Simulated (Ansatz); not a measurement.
Reaction (ligand exchange at the Si–O bond): `CO[SiH2]B(O)F` + H₂S → `OB(F)[SiH2]S` + CH₃OH

Gas-phase electronic energies from Ansatz, PBE0-D4/def2-TZVP geometries. CBS: MP2 limit from def2 TZ/QZ plus the TZ coupled-cluster correction, frozen cores. This one scheme is used for every species. DFT in def2-TZVPP. One conformer a species, not always the lowest.

`CO[SiH2]B(O)F`:

Cartesian coordinates in Å:
```
C 1.843 0.609 -0.644
O 0.604 -0.034 -0.446
Si -0.473 0.411 0.735
B -1.954 -0.934 0.394
O -1.801 -1.824 -0.604
F -3.077 -0.996 1.099
H 1.705 1.666 -0.897
H 2.359 0.118 -1.470
H 2.473 0.542 0.250
H -0.880 1.836 0.558
H 0.159 0.307 2.082
H -0.958 -1.702 -1.057
```

H₂S:

Z-matrix (Å, degrees):
```
S
H 1 1.341
H 1 1.341 2 92.3
```

`OB(F)[SiH2]S`:

```xyz
9

O     1.264    1.216    0.241
B    -0.003    0.895    0.571
F    -0.695    1.716    1.366
Si   -0.820   -0.836   -0.108
S     0.314   -1.567   -1.773
H     1.566    2.047    0.627
H    -0.874   -1.824    1.007
H    -2.211   -0.635   -0.588
H     1.460   -1.012   -1.343
```

CH₃OH:

Cartesian coordinates in Å:
```
C -0.067 0.137 0.322
O -0.312 -0.613 -0.846
H -0.943 0.026 0.962
H 0.069 1.205 0.112
H 0.807 -0.226 0.876
H 0.447 -0.529 -1.426
```

```tsv
level	ΔE (eV)
PBE0-D4	0.27
PBE0	0.27
SCS-MP2/def2-TZVPP	0.42
MP2/def2-QZVPP	0.37
```

(1) What does CCSD(T)/CBS give? (Estimate.)

Largest T1 diagnostic among the species: 0.013.

Answers

(1) Ansatz gave: +0.37 eV. The listed levels differ from it by -0.10, -0.10, 0.05, 0.00 eV.

In def2-TZVPP, CCSD(T) changes the Hartree–Fock value by −0.06 eV (the triples alone add −0.02 eV) and MP2 by −0.08 eV.
